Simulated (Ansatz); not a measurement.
Diatomic NaBe+, closed-shell singlet (lowest of 2S+1 = 1, 3 at CCSD(T)/def2-TZVPP on PBE0 minima; our sources give no spin for the ground state, which may be another).

Seven points along R, fitted to fifth degree in 1/R; most abundant isotopes. In def2 and cc sets the state is the lowest found near the PBE0 minimum, followed along R. The singlet is held restricted. HF and MP2 rows in def2 and cc sets belong to the determinant that coupled cluster picked by its CCSD energy.

Correlated levels freeze the inner cores; with def2 sets outer-core shells near the valence are correlated too.

Codes used: Ansatz (Gaussian orbitals). Each number belongs to the level named beside it.

| level | r_e (Å) | ω_e (cm⁻¹) | ω_e x_e (cm⁻¹) |
|---|---|---|---|
| HF/def2-TZVPP | 3.060 | 188 | 2.9 |
| HF/def2-QZVPP | 3.054 | 189 | 2.9 |
| PBE/def2-TZVPP | 2.949 | 208 | 2.7 |
| wB97M-V/def2-TZVPP | 2.955 | ? | 2.7 |
| MP2/def2-QZVPP | 2.963 | 205 | 2.5 |
| SCS-MP2/def2-QZVPP | 2.974 | 203 | 2.5 |
| CCSD/def2-TZVPP | 3.017 | 191 | 2.9 |
| CCSD(T)/def2-QZVPP | ? | ? | 2.6 |

Question: Some entries are withheld; supply them.

Answer: 
- CCSD(T)/def2-QZVPP, r_e (Å): 2.968
- CCSD(T)/def2-QZVPP, ω_e (cm⁻¹): 201
- wB97M-V/def2-TZVPP, ω_e (cm⁻¹): 197

Doubts at one or more of the structures used: a restricted determinant that unrestricted orbitals would lower (HF/def2-TZVPP, HF/def2-QZVPP, MP2/def2-QZVPP, SCS-MP2/def2-QZVPP, CCSD/def2-TZVPP, CCSD(T)/def2-QZVPP).

Ansatz is a program for electronic structure.
